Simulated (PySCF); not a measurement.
A species of formula C4H11FN2Si has this rotational fingerprint, computed with PBE0/pcSseg-1 in PySCF (dipole) on a GFN2-xTB geometry, gas phase:

| Property | Result |
| --- | --- |
| Rotational constants | A = 3313, B = 935.5, C = 831.7 MHz |
| Dipole components | \|μa\| = 1.05 D, \|μb\| = 0.35 D, \|μc\| = 1.16 D |
| Inertial defect | -85.11 u·Å² |
| κ | -0.92 |

Task: Which structure is it? (One computed conformer of each.)
A. `[CH3:1][Si@@H:2]1[NH:3][CH2:4][C@@H:5]([CH2:6][F:7])[NH:8]1` with C4–C5–C6–F7 -170°, C1–Si2–N3–C4 -143°, Si2–N3–C4–C5 34°, N3–C4–C5–C6 -153°, C4–C5–N8–Si2 19°
B. `[NH2:1][C@@H:2]1[CH2:3][CH2:4][C@@H:5]1[NH:6][SiH2:7][F:8]` with H–N1–C2–C3 180° and 60°, C4–C5–N6–Si7 167°, C5–N6–Si7–F8 176°, N1–C2–C3–C4 -134°, C2–C3–C4–C5 12°, C3–C4–C5–N6 106°, N1–C2–C5–C4 131°
C. `[F:1][CH2:2][CH2:3][C@@H:4]1[CH2:5][NH:6][SiH2:7][NH:8]1` with F1–C2–C3–C4 73°, C2–C3–C4–C5 -65°, C3–C4–C5–N6 -156°, C4–C5–N6–Si7 31°, C5–N6–Si7–N8 -13°, N6–Si7–N8–C4 -10°
D. `[CH2:1]=[CH:2][CH2:3][CH2:4][NH:5][Si@@H:6]([NH2:7])[F:8]` with C1–C2–C3–C4 -116°, C2–C3–C4–N5 -177°, C3–C4–N5–Si6 147°, C4–N5–Si6–N7 -169°, N5–Si6–N7–H 179° and 40°

Result: B. It is N[C@@H]1CC[C@@H]1N[SiH2]F, a near-prolate asymmetric top, point group C1. The candidates at the same level (rigid rotor, commonest isotopes):

```json
{"SMILES": "C[Si@@H]1NC[C@@H](CF)N1", "A (MHz)": "3528", "B (MHz)": "978.5", "C (MHz)": "828.8", "μa (D)": "1.12", "μb (D)": "1.49", "μc (D)": "0.02", "Δ (u·Å²)": "-49.98", "point group": "C1", "rotor": "asymmetric top"}
{"SMILES": "FCC[C@@H]1CN[SiH2]N1", "A (MHz)": "4139", "B (MHz)": "932.3", "C (MHz)": "799.4", "μa (D)": "0.26", "μb (D)": "1.42", "μc (D)": "0.58", "Δ (u·Å²)": "-31.99", "point group": "C1", "rotor": "near-prolate asymmetric top"}
{"SMILES": "N[C@@H]1CC[C@@H]1N[SiH2]F", "A (MHz)": "3313", "B (MHz)": "935.5", "C (MHz)": "831.7", "μa (D)": "1.05", "μb (D)": "0.35", "μc (D)": "1.16", "Δ (u·Å²)": "-85.11", "point group": "C1", "rotor": "near-prolate asymmetric top"}
{"SMILES": "C=CCCN[Si@@H](N)F", "A (MHz)": "4777", "B (MHz)": "612.2", "C (MHz)": "573.4", "μa (D)": "0.24", "μb (D)": "1.74", "μc (D)": "0.11", "Δ (u·Å²)": "-49.84", "point group": "C1", "rotor": "near-prolate asymmetric top"}
```

`C[Si@@H]1NC[C@@H](CF)N1` has A 6 % too high; `C=CCCN[Si@@H](N)F` has A 44 % too high; `FCC[C@@H]1CN[SiH2]N1` has A 25 % too high. No structure here is proved a minimum.
